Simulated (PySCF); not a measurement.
C4H3Cl2F, SMILES F[C@@H](Cl)C=C=CCl.

The structure is a stationary point at TPSSh-D3(BJ)/def2-SVP. The structure was generated by enumeration; whether it is a known compound was not checked. Other conformers were not sampled.

Two levels are set side by side: PBE/def2-TZVP (PySCF) and ωB97X/def2-TZVP (PySCF). Same geometry, gas phase. Differences are taken from unrounded values.

| quantity | ωB97X | PBE | PBE minus ωB97X |
|---|---|---|---|
| orbital gap (eV) | 10.89 | 4.17 | -6.72 |
| highest occupied level (eV) | -10.20 | -6.64 | 3.56 |
| lowest empty level (eV) | 0.69 | -2.46 | -3.16 |
| dipole moment (D) | 1.54 | 1.36 | -0.18 |
| mean polarisability (bohr³) | 77.2 | 81.4 | 4.2 |

PBE's occupied levels lie high since its potential decays too fast outside the molecule; exact exchange lowers them and widens the gap. PBE's more diffuse valence density responds more strongly to a field. Differences between two approximate levels are no errors against the true value.

Rough cost on one machine, each run with all the roots and properties that it gave: ωB97X against PBE within a factor of 2.
